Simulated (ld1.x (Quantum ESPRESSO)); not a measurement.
**Pseudopotential generation for chlorine (Cl): ultrasoft, PBE, non-relativistic.**

ld1.x (Quantum ESPRESSO) 7.5 input, shortened:

```
&input
   title='Cl', zed=17., rel=0, dft='PBE', iswitch=3,
   config='[Ne] 3s2 3p5 3d-2'
 /
 &inputp
   pseudotype=3, tm=.true., lloc=-2, rcloc=1.70,
   nlcc=.false.,
   which_augfun='PSQ', rmatch_augfun=1.05
 /
6
3S  1  0   2.00   0.00  1.25  1.50  0.0
3S  1  0   0.00  -1.20  1.25  1.50  0.0
3P  2  1   5.00   0.00  1.10  2.02  0.0
3P  2  1   0.00   0.10  1.10  2.02  0.0
3D  3  2  -2.00  -0.10  1.35  1.75  0.0
3D  3  2  -2.00   2.25  1.35  1.75  0.0
 &test
   configts(1)='3s2 3p5'
 /
```

Poles of the logarithmic derivatives, all-electron (AE) and pseudo (PS). s: poles at -0.7 (AE) and -0.7 (PS) Ry. p: poles at 0.5 (AE) and 0.5 (PS) Ry. d: poles at 2.2 (AE) and 2.2 (PS) Ry. Test radius 2.19 bohr.

- Cutoffs needed: 18 Ry and 30 Ry (the cutoffs (Ry, on a coarse ladder) from which the occupation-weighted sum of valence levels, in a spherical-Bessel basis at the reference potential, stays within 10 and 1 mRy of its value at 400 Ry)
- Ghost test: no extra level below or beside the all-electron valence levels (s, p, d, f tested) (spherical-Bessel basis up to 400 Ry, 20 bohr box)
- Largest excitation error: +90 meV (all-electron minus pseudo) for 3s2 3p1, out of 7 test configurations
- Lowest eigenvalue of the overlap operator: 0.44 (s channel)
- Density cutoff estimated by the generator: 349 Ry
